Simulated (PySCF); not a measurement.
**Electronic structure of P (phosphorus, neutral) at the MN15 level**

Configuration: [Ne] 3s2 3p3, high-spin 4S determinant. Calculation: PySCF 2.14, in def2-TZVP; no relativity, point nucleus.

* Total energy: -341.1475 hartree
* One-electron energy: -471.6979 hartree
* Hartree (Coulomb) energy: 153.6275 hartree
* Exchange-correlation energy: -23.0771 hartree
* Kinetic energy: 340.57259 hartree
* ⟨S²⟩: 3.7501
* ⟨L²⟩: 0.000
* Sum of ⟨r⟩: 14.89 bohr
* Sum of ⟨r²⟩: 29.89 bohr²
* Density at the nucleus (Gaussians lack the cusp): 2110 bohr⁻³
* Spin density at the nucleus: 0.132 bohr⁻³
* Langevin diamagnetic susceptibility: -23.7 ×10⁻⁶ cm³/mol
* Time after the integrals: 0.62 s of wall time on 1 thread of Neoverse-N1 (shared host)

```
shell  electrons  mean orbital energy (eV)  rms radius, mean of both spins (bohr)
 1s α          1                   -2071.8                                  0.121
 1s β          1                   -2071.5                                  0.121
 2s α          1                   -174.23                                  0.577
 2s β          1                   -173.97                                  0.577
 2p α          3                   -129.51                                  0.543
 2p β          3                   -129.19                                  0.543
 3s α          1                   -16.772                                   2.08
 3s β          1                   -13.522                                   2.08
 3p α          3                    -7.880                                   2.50
```
